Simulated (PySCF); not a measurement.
SMILES CCc1ccc(Cl)cc1, singlet (GFN2-xTB optimised geometry):

```
18

C     -1.666    -2.655    -1.498
C     -1.483    -2.199    -0.049
C     -0.719    -0.907     0.000
C     -1.383     0.313    -0.004
C     -0.685     1.507    -0.003
C      0.700     1.481    -0.002
Cl     1.584     2.969     0.000
C      1.385     0.277     0.000
C      0.670    -0.907     0.000
H     -0.698    -2.804    -1.972
H     -2.211    -1.904    -2.066
H     -2.219    -3.590    -1.536
H     -0.944    -2.969     0.505
H     -2.463    -2.068     0.413
H     -2.464     0.333    -0.004
H     -1.208     2.451    -0.003
H      2.464     0.269     0.002
H      1.203    -1.847     0.003
```

Method: CAM-B3LYP/def2-SVP (PySCF 2.14.0).

**Question.** What are the frontier orbital energies and the dipole moment?

**Answer.** HOMO-2 -10.01 eV, HOMO-1 -8.75 eV, HOMO -7.93 eV, LUMO 0.85 eV, LUMO+1 0.94 eV; dipole moment 1.98 D.

Meta-Löwdin charges at CAM-B3LYP/def2-SVP: C1 -0.28, C2 -0.16, C3 0.02, C4 -0.11, C5 -0.11, C6 0.03, Cl7 -0.07, C8 -0.11, C9 -0.11, H10 0.09, H11 0.10, H12 0.09, H13 0.09, H14 0.09, H15 0.10, H16 0.11, H17 0.11, H18 0.10.
